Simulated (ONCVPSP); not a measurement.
**europium, ONCV: configuration errors across variants**

ONCVPSP 4.0.1 input, shortened (lines: element, Z, core and valence counts, functional; n l f; lmax; l rc ep ncon nbas qcut; lloc lpopt rc5 dvloc0; l nproj debl; icmod fcfact rcfact), LDA (Perdew-Zunger), scalar-relativistic:

```
  Eu 63.00   10    4        3      upf
    1    0    2.00
    2    0    2.00
    2    1    6.00
    3    0    2.00
    3    1    6.00
    3    2   10.00
    4    0    2.00
    4    1    6.00
    4    2   10.00
    4    3    6.00
    5    0    2.00
    5    1    6.00
    5    2    1.00
    6    0    1.75
    2
    0    2.05    0.00    3    6    7.70
    1    2.45    0.00    5    8    6.10
    2    2.30    0.00    4    7    4.80
    4    4    1.90   -1.00
    0    2    1.20
    1    2    2.50
    2    2    1.60
    1    0.25    0.00
```

All-electron excitation energies from the reference (eV): (1) 5s2 5p6 5d1 6s2 -1.206; (2) 5s2 5p6 5d1 6s1 5.553; (3) 5s2 5p6 5d1 6s0 17.763; (4) 5s2 5p6 5d2 6s1 0.410.

4 further variants failed, have other tests or too few solved ones, and are left out.

Errors AE − PS in meV (a dash: test not solved or not reliable):

```csv
change,(1),(2),(3),(4),bound ghosts,GHOST(+) flags above zero
base,+0.2,-2.8,-20,-8.6,none,s
"d: rc 2.05, qcut 5.4",+0.2,-2.8,-20,-8.6,none,s
"core correction polynomial model core, fcfact 0.64",+0.2,-2.9,-20,-8.8,none,s
```

(1) Give the same row for: d: rc 2.52.

Answers

(1) +0.2, -2.8, -20, -8.5; bound ghosts: none; GHOST(+) flags above zero: s.
